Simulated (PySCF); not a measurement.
Computed Raman spectrum (relative Raman activity) of a molecule C4H5ClSi. Coordinates come from a TPSSh-D3(BJ)/def2-SVP optimisation. The values are those of a single conformer. Level of theory: PySCF 2.14.0 with TPSSh-D3(BJ)/def2-SVP. Frequencies are harmonic and unscaled.

Lines under 2 % of the strongest are left out, and lines within 2 cm⁻¹ are merged.

```csv
ν (cm⁻¹),relative intensity
291,2.6
534,3.2
613,4.5
707,4.1
737,2.6
868,3.4
1175,5.6
1620,33
2188,100
2275,53
2279,18
3138,39
3169,48
3470,12
```

Problem. Pick the molecule that these values belong to.
A. C=C(Cl)C#C[SiH3]
B. C#C/C=C\[SiH2]Cl
C. C#C[SiH2]C(=C)Cl
D. C#C[Si@H](Cl)C=C

Solution. B, C#C/C=C\[SiH2]Cl
